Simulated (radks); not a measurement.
Effect of the nuclear size on the terbium ion Tb+, [Xe] 4f9 6s1. All-electron calculation, Dirac Kohn-Sham, BLYP, spin-unpolarised, spherical densities, finite nucleus; open shells are shared between the two j in proportion to 2j + 1; Fermi nuclear charge, rms radius 5.06 fm. Program: a radial shooting solver on a logarithmic mesh with Libxc functionals. The rms radius is varied about that value; shifts are against it.

rms radius (fm)  total energy shift (eV)  density at nucleus (e/bohr^3)  1s1/2 shift (meV)  2s1/2 shift (meV)  4p1/2 shift (meV)  5s1/2 shift (meV)  5p1/2 shift (meV)  6s1/2 shift (meV)  6p1/2 (empty) shift (meV)
4.473                              -4.91                      7.096e+05              -2020               -263              0.239              -2.05              0.142             -0.179                      0.044
4.5641                             -4.18                      7.059e+05              -1720               -224              0.203              -1.75              0.121             -0.152                      0.038
5.06                                   0                       6.87e+05              0.000              0.000              0.000              0.000              0.000              0.000                      0.000
5.5458                              4.40                      6.706e+05               1810                235             -0.213               1.84             -0.127              0.160                     -0.040
6.0771                              9.55                      6.546e+05               3930                511             -0.462               3.99             -0.276              0.348                     -0.086

Slopes of the eigenvalues against <r^2> in GHz/fm^2, as finite differences over the two radii next to the reference (eigenvalue slopes, not the field-shift constants of lines): 1s1/2 86000, 2s1/2 11200, 4p1/2 -10.2, 5s1/2 87.3, 5p1/2 -6.06, 6s1/2 7.62, 6p1/2 (empty) -1.89.
